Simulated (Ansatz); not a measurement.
Consider the atomization: `[SiH3][CH2][SbH2]` → C• + 7 H• + Sb• + Si•.

Isolated molecules relaxed with PBE0-D4/def2-TZVP in Ansatz; ΔE leaves out vibrations. CCSD(T)/CBS is the MP2 limit (def2-TZVPP, def2-QZVPP) plus CCSD(T) − MP2 in def2-TZVPP, frozen cores. This one scheme is used for every species, atoms too. Functionals use def2-TZVPP. B3LYP here is the variant with VWN-RPA as its local correlation; programs differ in this. Open shells (•) are unrestricted, without spin–orbit coupling. Spin–orbit coupling would lower the free atoms: a little for C, Si. Elements past krypton have def2 core potentials. Bonds to Sb are less sure, by a few kJ/mol each and by 10 to 20 or more in all where they break to atoms, as the def2 sets lack core-valence functions.

| level | ΔE (kJ/mol) |
| --- | --- |
| PBE0-D4 | 2931.1 |
| r2SCAN0-D4 | 2923.1 |
| revPBE | 2844.5 |
| BLYP | 2902.0 |
| B3LYP | 2936.3 |
| CAM-B3LYP | 2955.5 |
| MP2/def2-SVP | 2713.4 |
| CCSD(T)/def2-TZVPP | 2893.1 |

(1) What does CCSD(T)/CBS give? (Best estimate.)

Largest T1 diagnostic among the species: 0.013.

Answers

(1) The calculation gave: +2970.4 kJ/mol. The listed levels differ from it by -39.3, -47.3, -125.9, -68.4, -34.1, -14.9, -257.0, -77.3 kJ/mol.

Leaving LDA and LC-ωPBE aside and taking each functional with its dispersion term where it has one, the values, not all of them listed here, spread over 82.1 kJ/mol, from revPBE-D4 to B97M-V. LDA lies +385.3 kJ/mol from PBE without D4, its usual overbinding. The D4 term adds +36.8 kJ/mol with B3LYP and +19.1 kJ/mol with PBE0; it sums over pairs of atoms, weighted by their polarisabilities, and B3LYP, whose exchange is more repulsive, gets the larger term. At CCSD(T), def2-SVP lies −217.2 kJ/mol from the extrapolated value and def2-TZVPP −77.3 kJ/mol: correlation converges slowly with the basis, and small sets miss more of it in the bonded molecule than in its fragments.

For atomizations the MP2-based limit and the directly extrapolated one differ by several kJ/mol either way, and by 10 to 25 for some Ge, Se and Sn compounds, so smaller differences from it don't rank the levels.
